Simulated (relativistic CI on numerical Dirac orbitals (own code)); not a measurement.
One change at a time: Ca XIV

Base calculation: Dirac-Coulomb-Breit CI, KLI orbitals optimised for each configuration, model QED (radiative potential, 1s self-energy scaled to tabulated hydrogen-like ionisation energies), unscaled Slater integrals.

CI space (outside the closed core 1s2): 2s2 2p3, 2s 2p4, 2p5, 2p4 3s, 2p4 3p, 2s2 2p2 3s, 2p4 3d, 2s2 2p2 3p, 2s2 2p2 3d, 2s 2p3 3s, 2s 2p3 3p, 2s 2p3 3d, 2s2 2p2 4s, 2s2 2p2 4p, 2s2 2p2 4d, 2s2 2p2 4f. Levels of other configurations are missing.

The lowest level and the first level of each name with at least 55 % of one term (blank where a level has no safe partner in the second run):

```
            Level  Base (eV)  Shift (eV)
  2s2 2p3 4S°_3/2      0.000       0.000
  2s2 2p3 2D°_3/2     13.644      +0.001
  2s2 2p3 2D°_5/2     14.607       0.000
  2s2 2p3 2P°_1/2     21.703      +0.009
  2s2 2p3 2P°_3/2     23.069      +0.009
    2s 2p4 4P_5/2     64.118      +0.300
    2s 2p4 4P_3/2     66.599      +0.300
    2s 2p4 4P_1/2     67.748      +0.300
    2s 2p4 2D_3/2     89.361      +0.301
    2s 2p4 2D_5/2     89.563      +0.301
    2s 2p4 2S_1/2    103.709      +0.301
    2s 2p4 2P_3/2    108.379      +0.302
    2s 2p4 2P_1/2    111.711      +0.302
      2p5 2P°_3/2    169.955      +0.530
      2p5 2P°_1/2    173.940      +0.531
2s2 2p2 3s 4P_1/2    465.881      +1.023
2s2 2p2 3s 4P_3/2    467.758      +1.023
2s2 2p2 3s 4P_5/2    469.820      +1.024
2s2 2p2 3s 2P_1/2    471.205      +1.022
2s2 2p2 3s 2P_3/2    473.605      +1.022
2s2 2p2 3s 2D_5/2    480.402      +1.022
2s2 2p2 3s 2D_3/2    480.632      +1.022
```

At this charge energies of transitions that change n are usually good to better than 1 %, and those within a shell (Δn = 0) to a few per cent.

Question: One thing was changed in a second run, which moved the levels as shown. Which?
A. QED terms removed
B. configuration mixing switched off
C. Breit term removed
D. P86 correlation estimate
E. non-relativistic limit

Answer: D. P86 correlation estimate. A correlation estimate moves all levels of a configuration together before mixing; mixed levels move by a weighted share.

LS names give the leading component of a level, which can be under half, so a name can repeat, a term be missing and a line seem to break the LS rules.
